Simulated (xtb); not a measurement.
Harmonic IR lines of one isomer of C₅H₈, unscaled. Calculation: GFN2-xTB in xtb 6.7.1.

```csv
wavenumber (cm⁻¹),relative intensity
594,4.0
888,7.8
894,10
906,12
988,8.4
1020,12
1025,13
1151,7.5
1306,6.5
1414,5.9
1710,28
2959,31
2965,26
3056,65
3096,47
3122,100
```

Question: Name which structure gives these lines.
A) `C#CCCC`
B) `C=CCC=C`
C) `C=C/C=C/C`
D) `C[C@]12C[C@H]1C2`

Answer: B, `C=CCC=C`
